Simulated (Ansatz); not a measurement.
**Question.** Name a neutral molecule of Al, C, O, Si and H with HOMO–LUMO gap (ωB97M-V/def2-TZVPP) between 10.50 and 10.80 eV and HOMO–LUMO gap (PBE/def2-TZVPP) between 4.30 and 4.60 eV (Ansatz, PBE0-D4/def2-TZVP geometry).

**Answer.** `[OH][AlH][CH2]O[SiH3]` (10.63 eV, 4.41 eV). Other molecules can fit too; these were computed, each in one conformer that needn't be the lowest.
